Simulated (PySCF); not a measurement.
Which is lower?

The two ends of one reaction step of BHClOF, singlet (PBE0-D4/def2-TZVP).

A:

```tsv
atom	x (Å)	y (Å)	z (Å)
B1	-0.9740	0.4842	0.8999
Cl2	2.0325	-1.0603	-1.7328
O3	-0.3385	0.3472	-0.1176
H4	1.0594	-0.4523	-1.1397
F5	-1.6490	0.6323	1.9737
```

B:

```xyz
5
angstrom
B -0.1315 -0.0345 0.3353
Cl 1.1218 -1.2690 0.4635
O -0.3200 0.6899 -0.7783
H 0.2868 0.4722 -1.4896
F -0.9102 0.1829 1.3728
```

Program: PySCF 2.14 with density fitting (its default auxiliary sets; JK sets also for MP2 and CCSD(T)). Basis: def2-TZVPP. Cores are frozen in the correlated methods. B3LYP uses VWN-RPA correlation.

(1) Which structure is lower at CCSD(T), and by how much? (An estimate is asked for; the value comes from the calculation.)

T1 diagnostic: at most 0.014.

## Answers

(1) The calculation gives: B, by 1.793 eV (electronic energy, against the other). By their contacts, A is a complex of BOF + HCl and B is BHClOF ([OH][B]([F])[Cl]).

All methods give the same order:

```json
{"method": "SPW92", "E(B) − E(A) (eV)": "-2.057"}
{"method": "PBE-D4", "E(B) − E(A) (eV)": "-1.776"}
{"method": "r2SCAN-D4", "E(B) − E(A) (eV)": "-1.915"}
{"method": "PBE0-D4", "E(B) − E(A) (eV)": "-1.941"}
{"method": "B3LYP-D4", "E(B) − E(A) (eV)": "-1.725"}
{"method": "BHLYP-D4", "E(B) − E(A) (eV)": "-1.903"}
{"method": "wB97M-V", "E(B) − E(A) (eV)": "-1.860"}
{"method": "HF", "E(B) − E(A) (eV)": "-1.882"}
{"method": "MP2", "E(B) − E(A) (eV)": "-1.761"}
{"method": "CCSD", "E(B) − E(A) (eV)": "-1.818"}
{"method": "CCSD(T)", "E(B) − E(A) (eV)": "-1.793"}
```

Labels in which every atom is bracketed show which atoms are joined, not bond orders.

For scale, one of the runs: CCSD(T)/def2-TZVPP, 149 basis functions, launched by `OMP_NUM_THREADS=4 python run.py`. Hardware: 4 CPU threads of an Arm Neoverse V1, shared host. Wall time 110 s; peak host memory 1.2 GiB.
